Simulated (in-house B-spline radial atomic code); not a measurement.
Configurations of Br⁺, with energies counted from [Ar] 3d10 4s2 4p4. All numbers are computed (scalar-relativistic (X2C) wB97X, spin-polarised, spherical fractional occupations, exact exchange averaged over the configuration; Fermi nucleus of rms radius 4.1629 fm) with a radial B-spline atomic code at the basis-set limit, not measured. Shells without spins written out take the highest spin.

Occupations are held fixed; configurations that lie above the ionisation limit could autoionise.

```
        configuration  E - E(ref) (eV)  highest orbital  its <r> (bohr)
[Ar] 3d10 4s2 4p3 5d1           17.308            5d up           8.277
 [Ar] 3d9 4s2 4p4 4d1            81.23            4d up           3.113
```

(1) Order these further configurations by energy, lowest first.
A. [Ar] 3d10 4s2 4p3 5p1
B. [Ar] 3d10 4s2 4p3 4f1
C. [Ar] 3d10 4s1 4p4 4d1

## Answers

(1) A (14.525 eV), B (18.12 eV), C (26.341 eV).
